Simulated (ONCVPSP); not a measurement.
Cutoff test, Se (Z = 34), ONCV

- Element: Se (Z = 34)
- Generator: ONCVPSP 4.0.1
- Type: optimised norm-conserving Vanderbilt (ONCV)
- Functional: LDA (Perdew-Wang 92)
- Relativity: non-relativistic
- Frozen core: [Ar] 3d10
- Valence charge: 6
- Reference configuration: 4s2 4p4
- Partial waves: 4s: rc 1.50 bohr, ncon 4, nbas 8, qcut 3.5 1/bohr, 1 projector; 4p: rc 1.80 bohr, ncon 5, nbas 8, qcut 4.4 1/bohr, 2 projectors, debl 3.3 Ha
- Local potential: polynomial inside 1.20 bohr (lpopt 5, dvloc0 0 Ha)
- Core correction: none

Task: For each optimised wave give the share of its norm inside rc, the residual kinetic energy above qcut (Ha) and the cutoffs (Ha) for errors of 10, 1, 0.1 and 0.01 mHa per electron.

Result:

```csv
wave,norm inside rc,residual KE,10 mHa,1 mHa,0.1 mHa,0.01 mHa
4s,0.344,2.1e-02,7.7,56.4,75.2,87.4
4p,0.337,1.4e-03,3.1,10.8,42.5,55.5
p projector 2,0.118,1.2e-02,10.0,23.5,68.9,81.7
```

The occupied waves need 56 Ha and 75 Ha for 1 and 0.1 mHa. Note: ghosts flagged at negative energy: s at -14.5 eV; no localised positive-energy state flagged. A true bound ghost makes a file unfit for plane-wave use. 4 of 4 tests not solved or not reliable.
